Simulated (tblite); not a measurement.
C₆H₈NOPS.
Z-matrix (Å and degrees, GFN2-xTB geometry), rows numbered from 1:
```
C 
O   1  1.4133
C   2  1.3423  1  117.22
N   3  1.3080  2  118.77  1    -0.03
C   4  1.3257  3  121.85  2   179.96
S   5  1.7556  4  116.45  3   179.98
C   6  1.8121  5  101.00  4    -0.02
C   5  1.3906  4  125.26  3    -0.04
C   8  1.3773  5  121.61  4     0.02
P   9  1.7371  8  125.66  5     0.03
H   1  1.0876  2  105.99  3   179.98
H   1  1.0925  2  110.66  3    60.32
H   1  1.0925  2  110.65  3   -60.38
H   7  1.0848  6  109.04  5    60.11
H   7  1.0848  6  109.08  5   -60.63
H   7  1.0850  6  106.57  5   179.74
H   8  1.0800  5  117.96  4  -179.95
H   9  1.0825  8  118.12  5  -179.95
```

Computed with GFN2-xTB (tblite): harmonic, unscaled wavenumbers at the GFN2-xTB geometry, gas phase. Against measured fundamentals such values can be off by several per cent, at times by over 20. One conformer, not necessarily the lowest.

Harmonic wavenumbers (cm⁻¹): 51.3, 97.3, 106.4, 126.7, 139.3, 148.8, 204.6, 208.8, 303.9, 331.0, 344.7, 402.1, 504.0, 530.8, 554.2, 608.8, 738.9, 773.7, 779.9, 824.8, 893.7, 906.6, 947.4, 953.4, 1018.0, 1106.5, 1119.5, 1151.1, 1170.0, 1194.2, 1306.1, 1324.9, 1372.3, 1396.6, 1429.9, 1435.9, 1446.3, 1465.8, 1475.0, 1519.6, 2961.0, 2975.6, 3037.1, 3044.3, 3046.4, 3050.2, 3063.4, 3079.4.

A = 1394, B = 833.7, C = 525.1 MHz; mass 173.006 u (most abundant isotopes); point group Cs, symmetry number 1.

Question: What is the zero-point energy?

Answer: ½Σν̃ = 28335 cm⁻¹ = 338.96 kJ/mol.

Question: Entropy at 500 K, 1 bar (ideal gas, RRHO, classical rotation)?

Answer: Translation 183.87, rotation 134.66, vibration 229.14: S = 547.7 J/(mol K).

Question: And Cp and H(500 K) − H(0)?

Answer: Cp = 245.18 J/(mol K), of which vibrations give 211.92 (their classical limit is 48 R = 399.1); H(500 K) − H(0) = 74.50 kJ/mol without the zero-point energy, 57.87 from vibrations.

Question: How do the functions run with temperature in this model?

Answer: 
```csv
T (K),S (J/(mol K)),Cp (J/(mol K)),H − H(0) (kJ/mol),G − H(0) (kJ/mol),ln q(vib)
50,254.2,58.2,2.09,-10.62,0.43
100,304.5,88.5,5.81,-24.64,1.76
298.15,440.2,172.9,31.90,-99.34,7.83
373.15,482.2,202.5,45.99,-133.95,10.03
750,658.9,302.7,143.59,-350.62,20.29
1000,751.3,338.7,224.08,-527.24,26.33
```

q(vib) and H(0) count from the zero-point level.

Question: Which modes carry the vibrational entropy at 500 K?

Answer: 51.3 cm⁻¹: 24.23; 97.3 cm⁻¹: 18.93; 106.4 cm⁻¹: 18.19; 126.7 cm⁻¹: 16.75; 139.3 cm⁻¹: 15.97; 148.8 cm⁻¹: 15.43 J/(mol K); the other 42 give 119.65 together.

Question: What must be added to the electronic energy to get the Gibbs energy at 500 K and 1 bar?

Answer: ZPE + [H(500 K) − H(0)] − T·S = 338.96 + 74.50 − 273.84 = 139.62 kJ/mol.

Question: Blend soft modes into free rotors: weight 1/[1 + (100 cm⁻¹/ν̃)⁴] for the oscillator and the rest for a rotor with moment μB/(μ + B), μ = h/(8π²ν), B = 10⁻⁴⁴ kg m². What vibrational entropy results?

Answer: 215.49 J/(mol K) in place of 229.14, which changes −T·S at 500 K by +6.82 kJ/mol.

Hindered rotation and anharmonicity are outside this model. Other conformers, if any are populated, would add a mixing term that is left out.
